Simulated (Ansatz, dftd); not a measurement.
System: H5Si2O, charge 0, doublet. H5Si2O (SMILES [SiH2]O[SiH3], doublet).
B3LYP-D3(BJ)/def2-TZVP minimum from Ansatz (a quantum-chemistry and plane-wave program):
```xyz
8

Si     1.6070    -0.2757    -0.0264
O     -0.0177    -0.3028     0.1994
Si    -1.4922     0.3421    -0.1230
H      2.1205     1.1084     0.1864
H      2.2190    -1.2087     0.9569
H     -2.4551    -0.1921     0.8625
H     -1.9154    -0.0345    -1.4908
H     -1.4348     1.8189    -0.0187
```
Charge 0, spin multiplicity 2.

Quantity: atomisation energy (electronic, to ground-state atoms), in kcal/mol. Open shells are spin-unrestricted; no spin-orbit coupling. Cores are frozen in correlated methods. Rows without X2C or -DK are non-relativistic. CBS(X,Y): correlation extrapolated as X^-3, Hartree-Fock from the larger set. A bracket is a step between two methods taken in the basis named. Functionals run without relativity, which enters their misses. Double hybrids freeze cores in their MP2 part. '+ core + X2C': CCSD(T) terms for core correlation (cc-pwCVTZ, 1s frozen past Ne) and scalar relativity (cc-pVTZ-DK). For partners of very few electrons the exact lower level stands in for a higher one.

```
level                                                                                        program  atomisation energy (kcal/mol)  difference against the last row
------------------------------------------------------------------------------------  --------------  -----------------------------  -------------------------------
B3LYP-D4/def2-TZVPD                                                                   Ansatz + dftd4                          599.1                             -1.6
B3LYP/def2-TZVPD                                                                              Ansatz                          593.3                             -7.4
PBE0-D3(BJ)/def2-TZVPD                                                                Ansatz + dftd3                          587.8                            -12.9
PBE0-D4/def2-TZVPD                                                                    Ansatz + dftd4                          587.7                            -13.0
CAM-B3LYP-D3(BJ)/def2-TZVPD                                                           Ansatz + dftd3                          603.1                              2.4
CAM-B3LYP-D4/def2-TZVPD                                                               Ansatz + dftd4                          603.2                              2.5
B2GP-PLYP-D3(BJ)/def2-TZVPD                                                           Ansatz + dftd3                          592.5                             -8.2
CCSD/aug-cc-pV(T+d)Z                                                                          Ansatz                          581.8                            -18.9
CCSD/cc-pV(Q+d)Z                                                                              Ansatz                          589.6                            -11.1
CCSD(T)/aug-cc-pV(D+d)Z                                                                       Ansatz                          552.5                            -48.2
CCSD(T)/cc-pV(T+d)Z                                                                           Ansatz                          583.3                            -17.4
CCSDT(Q)/cc-pV(D+d)Z                                                                          Ansatz                          543.7                            -57.0
CCSD(T)/CBS(cc-pV(T+d)Z,cc-pV(Q+d)Z) + [CCSDT(Q) - CCSD(T)]/cc-pV(D+d)Z + core + X2C          Ansatz                          600.7                              0.0
```
